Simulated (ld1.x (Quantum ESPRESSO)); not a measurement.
Before and after: TM potential for W (Z = 74)

ld1.x (Quantum ESPRESSO) 7.5 input, shortened:

```
&input
   title='W', zed=74., rel=1, dft='PBESOL', iswitch=3,
   config='[Xe] 4f14 5d4 6s0.5 6p0'
 /
 &inputp
   pseudotype=2, tm=.true., lloc=1,
   nlcc=.true., new_core_ps=.true.
 /
3
6S  1  0   0.50   0.00  1.90  1.90  0.0
5D  3  2   4.00   0.00  2.05  2.05  0.0
6P  2  1   0.00   0.00  3.05  3.05  0.0
 &test
   configts(1)='5d4 6s0.5 6p0'
 /
```

All-electron outer shells of the reference configuration (PBEsol, scalar-relativistic, ld1.x):

| shell | level (eV) | outermost node (bohr) | outermost maximum (bohr) |
| --- | --- | --- | --- |
| 4f | -44.91 | – | 0.43 |
| 5d | -15.75 | 0.63 | 1.49 |
| 6s | -15.68 | 1.27 | 2.51 |
| 6p | -9.77 | 1.52 | 3.18 |

Change: core correction Bessel-smoothed model core inside 2.20 bohr.

Cutoffs: the cutoffs (Ry, on a coarse ladder) from which the occupation-weighted sum of valence levels, in a spherical-Bessel basis at the reference potential, stays within 10 and 1 mRy of its value at 400 Ry; they do not see the model core or the augmentation charge, which bear on the density cutoff. Errors are all-electron minus pseudo energies relative to the spin-unpolarised reference configuration.

Predict the effect on cutoff, ghosts and configuration errors.

The potential gets neither clearly harder nor softer (30 Ry and 50 Ry → 30 Ry and 50 Ry); of the 7 tests that both files solve, the error grows in 0 and shrinks in 4 by more than 15 % and 0.3 meV (median size 10.5 → 8.7 meV); neither file shows a bound ghost. The default core radius of the base comes out at 1.56 bohr. A wider model core is smoother and lowers the density cutoff, which this test does not measure.

| quantity | base | changed |
| --- | --- | --- |
| cutoff, loose | 30 Ry | 30 Ry |
| cutoff, tight | 50 Ry | 50 Ry |
| bound ghosts | none | none |
| error for 5d4 6s2 6p0, meV [ΔE -15.89 eV] | -11 | -8.2 |
| error for 5d4 6s1 6p0, meV [ΔE -6.97 eV] | -1.1 | -0.7 |
| error for 5d4 6s0 6p0, meV [ΔE 8.73 eV] | -9.1 | -8.7 |
| error for 5d4 6s0 6p2, meV [ΔE -6.56 eV] | -14 | -13 |
| error for 5d3 6s2 6p0, meV [ΔE -7.02 eV] | -62 | -48 |
| error for 5d3 6s0 6p0, meV [ΔE 34.13 eV] | -262 | -256 |
| error for 5d4 6s1 6p1, meV [ΔE -11.35 eV] | -3.9 | -3.1 |
| s: phases at 3.29 bohr within 0.05 rad from the reference energy up to (Ry; the scan ends near 5) | 0.5 | 0.5 |
| p: phases at 3.29 bohr within 0.05 rad from the reference energy up to (Ry; the scan ends near 5) | 1.4 | 1.4 |
| d: phases at 3.29 bohr within 0.05 rad from the reference energy up to (Ry; the scan ends near 5) | -0.2 | -0.2 |
